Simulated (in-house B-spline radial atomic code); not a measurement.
A fraction x of an electron is removed from 4f in Eu IV (Eu3+), starting from [Xe] 4f6 and keeping the highest spin. Level of theory: scalar-relativistic (X2C) PBE, spin-polarised, spherical fractional occupations, Fermi nucleus of rms radius 5.1115 fm; calculated with an all-electron radial atomic-structure program (B-spline basis).

| x | E(x) - E(0) (eV) | 4f up level (eV) |
| --- | --- | --- |
| 0 | 0.0000 | -34.790 |
| 0.04 | 1.4064 | -35.531 |
| 0.24 | 8.8878 | -39.299 |
| 0.31 | 11.6857 | -40.641 |
| 0.47 | 18.4361 | -43.749 |
| 0.5 | 19.7574 | -44.339 |
| 0.54 | 21.5467 | -45.128 |
| 0.71 | 29.5059 | -48.521 |
| 0.86 | 37.0119 | -51.567 |
| 0.88 | 38.0473 | -51.977 |
